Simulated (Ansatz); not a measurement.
VCl₃, relaxed as a singlet with RKS r2SCAN-D4/def2-SVP in Ansatz, starting from the r2SCAN-D4/def2-SVP geometry of the neutral triplet. Force threshold 0.02 eV/Å.

The restricted singlet is unstable towards broken spin symmetry at other levels; at r2SCAN-D4/def2-SVP this wasn't settled. At r2SCAN-D4/def2-SVP a triplet of charge 0 lies 1.07 eV below the restricted singlet, each at its own geometry.

Start:

Cartesian coordinates in Å:
```
V -0.0478 -0.0268 0.0063
Cl -1.9071 -1.0839 0.2460
Cl 0.1603 1.7489 -1.2079
Cl 1.7946 -0.6383 0.9556
```

Task: Estimate the energy that the relaxation releases and the steps that it takes.

Result: 1.1 kcal/mol, in 3 steps; 6.5 s on 2 threads of AMD EPYC 9R45 on a shared host. No frequencies were taken in this run, so the end may be a saddle point.

Task: Does the start keep its bonding and symmetry?

Result: By distances, no bond broke or formed. The bond that changes most is V1–Cl3, from 2.16 to 2.12 Å (atoms count from 1). Point group C2v at the start, D3h at the end, both within 0.05 Å.

Task: Predict the relaxed structure.

Result: 
```tsv
atom	x (Å)	y (Å)	z (Å)
V1	-0.0021	-0.0011	0.0004
Cl2	-1.8368	-1.0435	0.2367
Cl3	0.0891	1.7345	-1.2173
Cl4	1.7497	-0.6900	0.9802
```
Bond lengths: 3 × Cl–V 2.12 Å.
